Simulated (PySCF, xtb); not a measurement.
CH7GeNSi2, SMILES [SiH3][C]1=N[SiH2][GeH2]1.

GFN2-xTB in xtb at its own geometry gives an orbital gap of 1.72 eV and a dipole moment of 1.65 D.

Coordinates come from a ωB97X-D3(BJ)/def2-SVP optimisation. The structure was generated by enumeration, and PubChem lists no compound with its InChIKey, so it may never have been made.

Question: What does PBE0/def2-TZVP run with PySCF give? (The exact figures need the calculation; the answer reports its results.)

Answer: gap 4.97 eV (levels -6.44 and -1.47 eV), dipole 1.45 D.
